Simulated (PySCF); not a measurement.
A structure optimised at B3LYP-D3(BJ)/def2-SVP, used in a PySCF frequency run:

```xyz
4

Se     0.0424     0.2855     0.0000
F     -0.0849     0.1861     1.8053
F     -0.0849     0.1861    -1.8053
F      0.0097    -1.4510     0.0000
```
Charge 0, spin multiplicity 2.

Write its SMILES, formula and point group.

F[Se](F)F, F₃Se, Cs

What are its rotational constants (standard atomic weights)?

10.498, 4.0675, 2.9459 GHz
